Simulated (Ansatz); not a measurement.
Two isomers of C2H8OSi2: A = `CC[Si]O[SiH3]`, B = `C=C([SiH3])[SiH2]O`.

Calculated with Ansatz (gas phase, PBE0-D4/def2-TZVP geometries, no zero-point term in ΔE). CCSD(T)/CBS adds triple-zeta CCSD(T) − MP2 to the extrapolated MP2 energy (def2 sets, frozen cores). Functionals use def2-TZVPP. B3LYP here is the variant with VWN-RPA as its local correlation; programs differ in this. Each species was taken in one conformer, which may not be the lowest.

Q: Which is lower in electronic energy at CCSD(T)/CBS, and by how much? (Estimate.)

A: The calculation gave: A, by 44.8 kJ/mol.

Q: Give E(B) − E(A) in kJ/mol with HF/def2-TZVPP, r2SCAN-D4, B3LYP, CCSD/def2-TZVPP, ωB97M-V, PBE0-D4, CCSD(T)/def2-TZVPP. (Estimate.)

A: Computed: HF/def2-TZVPP 41.8, r2SCAN-D4 38.2, B3LYP 48.9, CCSD/def2-TZVPP 50.0, ωB97M-V 56.0, PBE0-D4 47.0, CCSD(T)/def2-TZVPP 46.2. None reverses the order clearly.

Largest T1 diagnostic: 0.013.
